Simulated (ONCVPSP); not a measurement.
## Reading a pseudo-wave (strontium (Sr))

Columns: radius, all-electron u(r) and pseudo u(r) of the 4s shell (level -38.31 eV) of strontium in the configuration [Ar] 3d10 4s2 4p6 4d1 5s1; LDA (Perdew-Wang 92), non-relativistic, ONCV scheme, ONCVPSP 4.0.1.

| r (bohr) | all-electron | pseudo |
| --- | --- | --- |
| 0.123 | 0.3217 | 0.0907 |
| 0.245 | -0.1857 | 0.1869 |
| 0.368 | -0.5074 | 0.2938 |
| 0.490 | -0.3503 | 0.4096 |
| 0.613 | 0.0162 | 0.5315 |
| 0.735 | 0.3846 | 0.6494 |
| 0.858 | 0.6731 | 0.7550 |
| 0.980 | 0.8575 | 0.8370 |
| 1.103 | 0.9516 | 0.8898 |
| 1.225 | 0.9746 | 0.9091 |
| 1.348 | 0.9479 | 0.8964 |
| 1.470 | 0.8899 | 0.8563 |
| 1.593 | 0.8137 | 0.7952 |
| 1.715 | 0.7303 | 0.7217 |
| 1.838 | 0.6451 | 0.6420 |
| 1.960 | 0.5638 | 0.5630 |
| 2.083 | 0.4876 | 0.4875 |
| 2.205 | 0.4190 | 0.4190 |
| 2.328 | 0.3573 | 0.3573 |
| 2.450 | 0.3036 | 0.3036 |
| 2.573 | 0.2564 | 0.2564 |
| 2.695 | 0.2161 | 0.2161 |
| 2.818 | 0.1813 | 0.1813 |
| 2.940 | 0.1520 | 0.1520 |
| 3.063 | 0.1269 | 0.1269 |
| 3.185 | 0.1059 | 0.1059 |

Task: How many radial nodes do the two functions have?

Result: The all-electron 4s function has n − l − 1 = 3 (the table is too coarse to show those close to the nucleus); the pseudo-wave has 0, since the states of the same l below it are removed with the core.

Task: At about which radius was the pseudo-wave matched?

Result: 2.25 bohr. The columns agree to 0.0005 from 2.08 bohr on; several derivatives are matched, so the curves merge somewhat inside the radius.

Task: Where does each function peak?

Result: Outermost all-electron maximum near 1.23 bohr, pseudo maximum near 1.23 bohr (to the table’s step).

Task: Is the pseudo-wave norm-conserving?

Result: Yes: the ONCV scheme keeps the norm inside the radius equal to the all-electron one, which fixes the energy derivative of the logarithmic derivative at the level.
